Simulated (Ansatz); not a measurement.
Correlation energies of C$_{2}$H$_{6}$S$_{2}$Si (`[SiH3]S/C=C/S`) by basis set

Cartesian coordinates in Å:
```
Si 0.221 0.452 -2.284
S -0.337 -1.174 -1.015
C -0.583 -0.257 0.468
C -0.005 -0.611 1.614
S -0.446 0.124 3.138
H 0.284 -0.102 -3.659
H -0.806 1.524 -2.202
H 1.538 1.019 -1.898
H -1.289 0.568 0.427
H 0.705 -1.430 1.647
H 0.716 -0.114 3.765
```

The species carries charge 0 and has multiplicity 1. The geometry is a stationary point of PBE0-D4/def2-TZVP. It is one conformer, not always the lowest. Frozen core, restricted reference, Ansatz. CBS rows extrapolate triple and quadruple zeta; past MP2 they add the triple-zeta difference.

| basis | HF (Eh) | MP2 corr. |
| --- | --- | --- |
| def2-TZVPP | -1163.27923 | -0.80076 |
| def2-QZVPP | -1163.31430 | -0.86220 |

Task: Estimate the CCSD correlation energy and the (T) correction in each basis where they were run (hartree).

Result: 
| basis | CCSD corr. | (T) |
| --- | --- | --- |
| def2-TZVPP | -0.86301 | -0.04155 |
| CBS(def2) | -0.96996 | as TZ |
